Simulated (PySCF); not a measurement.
Compound: C5H12PS (charge +1).
SMILES with atom numbers: `[CH3:1][S:2][CH2:3][P@@H+:4]1[CH2:5][C@@H:6]1[CH3:7]`

NICS = −σ at a ghost point: NICS(0) at the centroid of the ring atoms, NICS(1) 1 Å to either side along the normal of their mean plane, zz for the tensor component along that normal. Level: GIAO PBE0/pcSseg-1 (PySCF, non-relativistic, gas phase) on the GFN2-xTB geometry, one conformer.

Ring bond lengths (Å), with Mayer bond orders in brackets: P4–C5 1.797 (0.99), C5–C6 1.534 (0.87), C6–P4 1.817 (0.93).

Give the NICS values of each ring in ppm.

```
    ring                                             type  NICS(0)  NICS(1), two faces  NICS(1)zz, two faces  rms pucker (Å)  centre to ring atoms, mean (Å)
P4–C5–C6  3-membered ring with P; formal bonds all single    -34.8         -9.2 / -8.3         -21.0 / -17.5            0.00                            0.99
```

What can be read from them?

- P4–C5–C6: mean NICS(1)zz -19.3 ppm, shielded. P4, C5, C6 have four or more neighbours, and the NICS criterion for π rings isn't applied. The two faces differ by 3.5 ppm, so no symmetry operation interchanges them. NICS(0) lies 26 ppm below the mean NICS(1).

At the first NICS(1) probe listed for ring P4–C5–C6, 1 Å off the ring, how large is the induced field along the normal in 14.1 T applied along it?

NICSzz × B0 = -21.0 ppm × 14.1 T = -296 μT, against the applied field.

List the ring angles and the Hirshfeld charges of the ring atoms.

- P4–C5–C6: P4 50.2° (+0.412 e), C5 65.6° (-0.073 e), C6 64.2° (-0.011 e); sum 180.0° against 180° for a flat convex ring.

How shielded are the nuclei of the rings and their hydrogens (means over atoms taken as equivalent)?

```json
{"atoms": "P4", "environment": "phosphonium phosphorus", "σ isotropic (ppm)": "481.2"}
{"atoms": "C5", "environment": "sp3 carbon bound to phosphorus", "σ isotropic (ppm)": "172.8"}
{"atoms": "C6", "environment": "sp3 carbon bound to phosphorus", "σ isotropic (ppm)": "158.5"}
{"atoms": "H on P4", "environment": "P–H hydrogen", "σ isotropic (ppm)": "27.16"}
{"atoms": "H on C5", "environment": "methylene hydrogen", "σ isotropic (ppm)": "29.06"}
{"atoms": "H on C5", "environment": "methylene hydrogen", "σ isotropic (ppm)": "29.16"}
{"atoms": "H on C6", "environment": "methine hydrogen", "σ isotropic (ppm)": "28.71"}
```

Shape of the structure used: `[CH3:1][S:2][CH2:3][P@@H+:4]1[CH2:5][C@@H:6]1[CH3:7]`: C1–S2–C3–P4 -80°, S2–C3–P4–C5 -6°.
